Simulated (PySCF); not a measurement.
Atoms are numbered as in `[CH3:1][C:2]1([CH3:3])[O:4][BH:5][O:6][C:7]1([CH3:8])[CH3:9]`. Hydrogens are named by the atom that carries them.

PySCF 2.14 calculation with KT3/pcSseg-1 with gauge-including orbitals and geometry from PBE0-D3(BJ)/def2-SVP; equivalent nuclei averaged, a single conformation, non-relativistic, isolated molecule.

References, each an isolated molecule treated in the same way: ¹³C (σref 182.31) and ¹H (σref 31.32) vs TMS; ¹⁷O (σref 329.03) vs H2O; BF3·OEt2 for ¹¹B (σref 100.51).

| atoms | nucleus | count | δ (ppm) |
| --- | --- | --- | --- |
| B5 | ¹¹B | 1 | 23.5 |
| H(C1)/H(C3)/H(C8)/H(C9) | ¹H | 12 | ? |
| O4/O6 | ¹⁷O | 2 | 196.3 |
| H(B5) | ¹H | 1 | 3.99 |
| C2/C7 | ¹³C | 2 | ? |
| C1/C3/C8/C9 | ¹³C | 4 | 25.3 |

Q: Complete the table.

A: 
- C2/C7: 81.9 ppm, fully substituted sp3 carbon bonded to O; the inductive effect lowers its shielding
- H(C1)/H(C3)/H(C8)/H(C9): 1.18 ppm, hydrogen on a methyl carbon

Hydrogens on boron are broadened and split by ¹¹B (spin 3/2, 80 %) and 10B (spin 3). Shifts are as computed, not scaled to solution data. Of 1211 compounds with measured shifts, 218 miss one by over three times the rms of a fit or turn the order of signals round; such compounds aren't used in these exercises. Experimental scales use liquid or dissolved standards, which lie at an offset from isolated H2O (liquid H2O: subtract about 36 ppm).
